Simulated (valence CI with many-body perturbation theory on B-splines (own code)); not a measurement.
Ca XV: electric-dipole lines

Calculated by relativistic CI+MBPT: four valence electrons over a frozen Dirac-Fock core [He], radial functions for each j: 11 s, 11 p, 9 d, 7 f, 5 g, 2 h, 1 i, with the one-electron correlation potential Σ1 (screened to all orders), the two-electron term Σ2, the three-electron term Σ3, Breit, model QED; selected single and double excitations, second order for the rest (own B-spline code, finite nucleus).

No measured spectrum was set against this ion. As an estimate, levels of excited configurations hold to 0.05 to 0.15 % of their energy, terms of the ground configuration to about 0.5 %.

Lines 1 to 50 of 221 in falling wavelength, among levels below 4712.6 × 10³ cm⁻¹, chosen from the strongest by gf and those to the six lowest levels. Wavelengths and rates use the calculated energies, so an error of 400 cm⁻¹ moves a line at 86.14 nm by 0.34 % and its rate by three times that or more. Electric multipoles are in the length gauge, E1 and E2 with the static RPA response of the core. Weak lines are less certain than strong ones. Lines between different terms over intervals too small for the method are left out, as are lines whose strength nearly cancels. The highest levels of a list are the least certain.

Names give the largest LS component (configuration and term), which can be under half, so a name can repeat, a term be missing and a line seem to break the LS rules; names also repeat where a configuration has a term twice. Letters in brackets count levels of one name in rising energy.

```csv
λ vac (nm),Upper,Lower,A (s⁻¹),log gf,Branch %
86.14,2s2p²3d ⁵P_3,2s2p²3p ⁵S°_2,1.87e+08,-0.84,0.0
86.07,2s2p²3p ³D°_3,2s2p²3s ³P_2,4.76e+08,-0.43,0.0
84.56,2s2p²3p ³D°_2,2s2p²3s ³P_1,4.62e+08,-0.61,0.0
83.80,2s2p²3p ³D°_1,2s2p²3s ³P_0 [a],3.37e+08,-0.97,0.0
82.80,2s²2p3p ³D_1 [a],2s²2p3s ³P°_1,3.56e+08,-0.96,2.2
81.93,2s2p²3d ⁵P_2,2s2p²3p ⁵S°_2,3.04e+08,-0.82,0.0
81.07,2s²2p3p ³S_1,2s²2p3s ¹P°_1,3.24e+08,-1.02,0.5
80.06,2s2p²3d ⁵P_1,2s2p²3p ⁵S°_2,3.67e+08,-0.98,0.0
77.50,2s2p²3p ³P°_1,2s2p²3s ³P_2,4.17e+08,-0.95,0.0
76.43,2s2p²3p ⁵D°_2,2s2p²3s ⁵P_2,3.36e+08,-0.83,12.9
75.94,2s2p²3d ⁵F_5,2s2p²3p ⁵D°_4,7.37e+08,-0.15,99.8
75.83,2s2p²3d ⁵F_2,2s2p²3p ⁵D°_2,2.33e+08,-1.00,0.5
75.01,2s2p²3p ³S°_1,2s2p²3s ⁵P_1,5.10e+08,-0.89,0.1
74.97,2s2p²3p ³P°_2,2s2p²3s ³P_2,6.92e+08,-0.54,0.0
74.75,2s2p²3p ³F°_2,2s2p²3s ³D_1,4.76e+08,-0.70,0.1
74.29,2s2p²3d ⁵F_4,2s2p²3p ⁵D°_3,7.49e+08,-0.25,4.6
73.54,2s2p²3d ⁵F_2,2s2p²3p ⁵D°_1,2.46e+08,-1.00,0.5
73.40,2s2p²3p ⁵P°_2,2s2p²3s ⁵P_3,3.33e+08,-0.87,0.7
72.70,2s2p²3d ⁵F_3,2s2p²3p ⁵D°_2,7.09e+08,-0.41,0.7
71.90,2s2p²3d ⁵D_2,2s2p²3p ⁵P°_2,3.84e+08,-0.83,0.0
71.79,2s²2p3p ³D_3,2s²2p3s ³P°_2,9.01e+08,-0.31,5.1
71.71,2s2p²3d ⁵D_4,2s2p²3p ⁵P°_3,6.08e+08,-0.37,26.9
71.50,2s2p²3d ⁵F_1,2s2p²3p ⁵D°_0,4.63e+08,-0.97,2.4
71.18,2s2p²3d ⁵D_1,2s2p²3p ⁵P°_1,4.84e+08,-0.96,0.2
70.76,2s2p²3d ⁵D_2,2s2p²3p ⁵P°_1,2.32e+08,-1.06,0.0
70.64,2s2p²3d ⁵D_3,2s2p²3p ⁵P°_2,5.93e+08,-0.51,0.0
70.53,2s2p²3p ⁵D°_4,2s2p²3s ⁵P_3,1.10e+09,-0.13,76.3
69.94,2s2p²3d ⁵F_2,2s2p²3p ³S°_1,3.49e+08,-0.89,0.7
69.93,2s2p²3p ⁵D°_3,2s2p²3s ⁵P_2,9.83e+08,-0.30,48.1
69.23,2s2p²3p ⁵D°_2,2s2p²3s ⁵P_1,6.94e+08,-0.60,26.6
69.23,2s²2p3p ³D_2,2s²2p3s ³P°_1,8.78e+08,-0.50,4.4
68.81,2s2p²3d ⁵D_4,2s2p²3p ⁵D°_4,3.36e+08,-0.67,14.9
68.49,2s²2p3d ³F°_4,2s²2p3p ³D_3,9.31e+08,-0.23,98.5
67.72,2s2p²3p ⁵P°_3,2s2p²3s ⁵P_3,1.02e+09,-0.31,1.2
67.48,2s²2p3p ³D_1 [b],2s²2p3s ³P°_0,6.62e+08,-0.87,2.2
66.92,2s²2p3d ³D°_3,2s²2p3p ³P_2,6.43e+08,-0.52,0.0
66.92,2s²2p3d ³F°_3,2s²2p3p ³D_2,9.59e+08,-0.35,0.1
66.42,2s2p²3p ⁵P°_1,2s2p²3s ⁵P_2,9.55e+08,-0.72,0.4
66.06,2s2p²3d ⁵D_3,2s2p²3p ⁵D°_3,2.21e+08,-0.99,0.0
65.65,2s²2p3d ³D°_1,2s²2p3p ³P_0,5.08e+08,-1.01,0.0
65.44,2s2p²3p ⁵P°_2,2s2p²3s ⁵P_2,4.65e+08,-0.83,1.0
64.60,2s²2p3p ³P_1,2s²2p3s ³P°_2,1.18e+09,-0.66,1.4
64.28,2s²2p3d ³D°_2,2s²2p3p ³S_1,7.47e+08,-0.64,0.0
64.06,2s2p²3d ⁵P_3,2s2p²3p ⁵P°_3,6.94e+08,-0.52,0.0
63.72,2s²2p3d ¹D°_2,2s²2p3p ³D_1 [b],9.46e+08,-0.54,0.0
63.57,2s²2p3d ³P°_2,2s²2p3p ³P_2,4.66e+08,-0.85,0.0
63.55,2s2p²3d ³F_2,2s2p²3p ³D°_1,1.07e+09,-0.49,0.0
63.32,2s²2p3d ³F°_2,2s²2p3p ³D_1 [a],9.10e+08,-0.56,0.1
63.29,2s2p²3d ³F_3,2s2p²3p ³D°_2,1.17e+09,-0.31,0.0
62.56,2s²2p3d ¹F°_3,2s²2p3p ¹D_2,1.25e+09,-0.29,0.0
```
